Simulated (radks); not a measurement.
Isoelectronic series with 16 electrons, each ion in its NIST ground configuration. Method: scalar-relativistic Kohn-Sham, LDA (Slater exchange, Perdew-Wang correlation), spin-polarised, spherical densities, finite nucleus; open shells are filled with parallel spins first; Fermi nuclear charge, rms radius of each element as measured or else 0.836 A^(1/3) + 0.57 fm; computed with a radial shooting solver on a logarithmic mesh with Libxc functionals. Total energies (hartree) and mean radii <r> (bohr):

ion    configuration  E (hartree)  3p down   3p up  3s down   3s up
S       [Ne] 3s2 3p4   -397.85925    2.122   2.044    1.705   1.687
Cl+     [Ne] 3s2 3p4   -459.63743    1.727   1.691    1.498   1.485
Ar2+    [Ne] 3s2 3p4   -526.19907    1.479   1.458    1.336   1.326
K3+     [Ne] 3s2 3p4   -597.54038    1.301   1.287    1.206   1.199
Ca4+    [Ne] 3s2 3p4   -673.66389    1.166   1.155    1.101   1.095
Sc5+    [Ne] 3s2 3p4   -754.57570    1.058   1.050    1.013   1.008
Ti6+    [Ne] 3s2 3p4   -840.28432   0.9690  0.9628   0.9381  0.9340
V7+     [Ne] 3s2 3p4   -930.80002   0.8948  0.8898   0.8740  0.8705
Cr8+    [Ne] 3s2 3p4  -1026.13436   0.8317  0.8276   0.8183  0.8153
Mn9+    [Ne] 3s2 3p4  -1126.30021   0.7772  0.7737   0.7693  0.7667
Co11+   [Ne] 3s2 3p4  -1341.18327   0.6876  0.6851   0.6873  0.6852
Ni12+   [Ne] 3s2 3p4  -1455.93142   0.6503  0.6481   0.6525  0.6507
Cu13+   [Ne] 3s2 3p4  -1575.57225   0.6170  0.6150   0.6211  0.6194

Estimate the row of Fe10+ ([Ne] 3s2 3p4).

Answer. E (hartree) -1231.31156; 3p down 0.7296; 3p up 0.7267; 3s down 0.7260; 3s up 0.7237.
